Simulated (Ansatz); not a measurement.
Reaction (substitution at a C–C bond): `CCC[SiH2]O` + `BC(=O)O` → `BC(=O)OC` + `CC[SiH2]O`

Computed with Ansatz on PBE0-D4/def2-TZVP structures; ΔE is electronic, products minus reactants. CBS: MP2 limit from def2 TZ/QZ plus the TZ coupled-cluster correction, frozen cores. Functionals use def2-TZVPP. B3LYP here is the variant with VWN-RPA as its local correlation; programs differ in this. One conformer a species, not always the lowest.

```tsv
level	ΔE (eV)
B2PLYP	0.36
B3LYP	0.32
HF/def2-TZVPP	0.31
MP2/def2-QZVPP	0.46
```

(1) What does CCSD(T)/CBS give? (An estimate is asked.)

Largest T1 diagnostic among the species: 0.019.

Answers

(1) Computed: +0.42 eV. The listed levels differ from it by -0.06, -0.10, -0.11, 0.04 eV.

In def2-TZVPP, CCSD(T) changes the Hartree–Fock value by +0.09 eV (the triples alone add −0.00 eV) and MP2 by +0.14 eV. The D4 term adds +0.04 eV with B3LYP and +0.02 eV with PBE0; it sums over pairs of atoms, weighted by their polarisabilities, and B3LYP, whose exchange is more repulsive, gets the larger term.
